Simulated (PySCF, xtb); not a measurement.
C₃H₄F₂Si, SMILES C#CC(F)(F)[SiH3].

Harmonic wavenumbers (cm⁻¹) from xtb with GFN2-xTB at its own minimum, in rising order: 92, 111, 154, 190, 253, 400, 433, 491, 543, 561, 596, 672, 684, 740, 746, 769, 948, 998, 1096, 2271, 2312, 2320, 2330, 3391.

**Question.** What does PBE-D3(BJ)/def2-SVP (PySCF) give at its own minimum? (An estimate is asked for; the answer gives what the named calculation found.)

**Answer.** 115, 149, 182, 198, 286, 412, 457, 525, 592, 620, 657, 668, 695, 861, 899, 903, 1021, 1026, 1111, 2161, 2182, 2203, 2204, 3403. Paired by order, the mean absolute difference is 58 cm⁻¹ and the zero-point energies are 33.0 and 33.6 kcal/mol.
